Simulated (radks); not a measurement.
Se3+, configuration [Ar] 3d10 4s2 4p1.

Method: scalar-relativistic Kohn-Sham, exchange-only LDA, spin-polarised, spherical densities, finite nucleus; open shells are filled with parallel spins first; Fermi nuclear charge, rms radius 4.14 fm; computed with a radial shooting solver on a logarithmic mesh with Libxc functionals.

Energy parts (hartree):
part                   energy
total             -2421.56374
kinetic            2472.37838
electron-nucleus  -5805.56008
Hartree             992.21743
exchange            -80.59947

Orbitals (lengths in bohr, moments of r in powers of bohr; <r^-3> diverges for s and p1/2):
orbital	occ.	eigenvalue (hartree)	<1/r>	<r^2>	<r^-3>
1s up	1	-460.0248	34.51	0.002623	-
1s down	1	-460.0218	34.51	0.002623	-
2s up	1	-60.23934	7.619	0.04542	-
2s down	1	-60.23771	7.619	0.04542	-
2p up	3	-53.19348	7.470	0.03592	1225
2p down	3	-53.19094	7.470	0.03592	1225
3s up	1	-9.08321	2.486	0.3811	-
3s down	1	-9.07912	2.486	0.3807	-
3p up	3	-6.87987	2.336	0.4089	174.5
3p down	3	-6.87500	2.337	0.4082	174.6
3d up	5	-3.22838	2.035	0.4935	20.04
3d down	5	-3.22102	2.039	0.4891	20.11
4s up	1	-1.79631	0.8058	3.061	-
4s down	1	-1.73995	0.8110	3.043	-
4p up	1	-1.32567	0.6934	4.048	17.72
4p down	0	-1.26645	0.6951	4.065	17.92
4d up	0	-0.70535	0.4850	8.131	1.306
4d down	0	-0.65371	0.4712	8.660	1.215
5s up	0	-0.65793	0.3635	15.07	-
5s down	0	-0.62767	0.3525	15.83	-

The highest occupied level is 4p up at -36.073 eV. The spin density at the nucleus is -0.8629 e/bohr^3 (1s -0.1209, 2s 0.0322, 3s -0.0847, 4s -0.6895). For comparison, the ionisation energy in NIST's Atomic Spectra Database is 42.947 eV (measured). In exact Kohn-Sham theory the highest level is minus the ionisation energy, but local and semilocal functionals leave it too shallow, through self-interaction and a potential that decays too fast; potentials with the right tail come closer. The electron density at the nucleus is 4.009e+04 e/bohr^3 (large components only).
